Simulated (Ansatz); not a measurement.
Coupled-cluster diagnostics for the cluster HAu₂, Ansatz.

Geometry of the doublet (PBE-D4/def2-TZVP):

```xyz
3

Au    0.122    0.556    0.146
Au    0.747   -1.919    0.623
H    -0.869    1.363   -0.769
```

In the def2 sets Au takes a core potential; there is no spin–orbit coupling. Correlated methods freeze no core orbitals; core or outer-core shells of Au are correlated, in sets that lack core-valence functions. In CCSD on the charge 0 quartet the largest single amplitude is 0.29, so its Hartree–Fock determinant may place the open shell otherwise than the density functionals do. The structure comes from a short search, and lower isomers may exist.

Geometry of the charge 0 quartet (PBE-D4/def2-TZVP):

```xyz
3

Au   -0.6834    0.4423    0.8080
Au   -0.1818   -0.1851   -1.7850
H     0.8652   -0.2572    0.9770
```

(1) Estimate the CCSD(T) correlation energy, the shares of MP2 and (T), T1 and the reference's ⟨S²⟩ for: charge 0, doublet, own geometry in def2-TZVPP; charge 0, doublet, own geometry in def2-TZVPD; charge 0, quartet, own geometry in def2-TZVPP; charge 1, singlet, vertical in def2-TZVPP; charge -1, singlet, vertical in def2-TZVPD; and the rough time on 4 threads of Arm Neoverse V1 on a shared host.

Answers

(1) 
```json
{"state": "charge 0, doublet, own geometry", "basis": "def2-TZVPP", "correlation (eV)": "-32.946", "MP2 share (%)": "103.3", "(T) share (%)": "3.6", "T1": "0.031", "⟨S²⟩ (pure)": "0.78 (0.75)", "wall time": "49 s", "remarks": "–"}
{"state": "charge 0, doublet, own geometry", "basis": "def2-TZVPD", "correlation (eV)": "-22.830", "MP2 share (%)": "104.6", "(T) share (%)": "3.0", "T1": "0.037", "⟨S²⟩ (pure)": "0.79 (0.75)", "wall time": "19 s", "remarks": "–"}
{"state": "charge 0, quartet, own geometry", "basis": "def2-TZVPP", "correlation (eV)": "-32.015", "MP2 share (%)": "102.6", "(T) share (%)": "3.4", "T1": "0.037", "⟨S²⟩ (pure)": "3.77 (3.75)", "wall time": "60 s", "remarks": "–"}
{"state": "charge 1, singlet, vertical", "basis": "def2-TZVPP", "correlation (eV)": "-32.252", "MP2 share (%)": "102.6", "(T) share (%)": "3.7", "T1": "0.032", "⟨S²⟩ (pure)": "0.00 (0.00)", "wall time": "11 s", "remarks": "restricted SCF unstable"}
{"state": "charge -1, singlet, vertical", "basis": "def2-TZVPD", "correlation (eV)": "-24.106", "MP2 share (%)": "105.4", "(T) share (%)": "3.3", "T1": "0.024", "⟨S²⟩ (pure)": "0.00 (0.00)", "wall time": "4.3 s", "remarks": "test for broken spin undecided"}
```
Customary marks for T1 are 0.02 (closed shells), 0.045 (open shells) and about 0.05 (3d metals). T1 exceeds 0.02 in 5 of 5 rows and 0.045 in 0; the higher it lies, the less the single-reference result can be trusted.
